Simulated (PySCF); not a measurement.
AlFH4O2Si. Atoms are numbered in the order given.

```xyz
9

Al    -0.0157     0.8009     0.5953
F      0.8820     2.1799     0.3034
O     -1.0328     0.6965     1.9586
H     -1.1079     1.4335     2.5847
O      0.0955    -0.4967    -0.4798
Si     0.0532    -1.8695    -1.4121
H     -1.0512    -2.7857    -0.9570
H      1.3642    -2.6009    -1.3059
H     -0.1856    -1.5033    -2.8520
```

Geometry: PBE-D3(BJ)/def2-SVP. The structure was generated by enumeration; whether it is a known compound was not checked. Other conformers were not sampled.

Level of theory: PBE/def2-TZVP run with PySCF.

ESP charges are fitted to the potential on shells at 1.4 to 2.0 van der Waals radii. Atomic charges (e):

```json
[
 {"atom": "Al1", "ESP fit": "1.11", "IAO": "1.42", "Mulliken": "0.61", "Löwdin": "-0.12"},
 {"atom": "F2", "ESP fit": "-0.45", "IAO": "-0.55", "Mulliken": "-0.31", "Löwdin": "-0.01"},
 {"atom": "O3", "ESP fit": "-0.76", "IAO": "-0.80", "Mulliken": "-0.49", "Löwdin": "-0.11"},
 {"atom": "H4", "ESP fit": "0.40", "IAO": "0.37", "Mulliken": "0.32", "Löwdin": "0.19"},
 {"atom": "O5", "ESP fit": "-0.41", "IAO": "-0.87", "Mulliken": "-0.24", "Löwdin": "0.03"},
 {"atom": "Si6", "ESP fit": "0.26", "IAO": "0.83", "Mulliken": "0.22", "Löwdin": "0.15"},
 {"atom": "H7", "ESP fit": "-0.05", "IAO": "-0.13", "Mulliken": "-0.03", "Löwdin": "-0.04"},
 {"atom": "H8", "ESP fit": "-0.05", "IAO": "-0.13", "Mulliken": "-0.03", "Löwdin": "-0.04"},
 {"atom": "H9", "ESP fit": "-0.05", "IAO": "-0.13", "Mulliken": "-0.03", "Löwdin": "-0.04"}
]
```
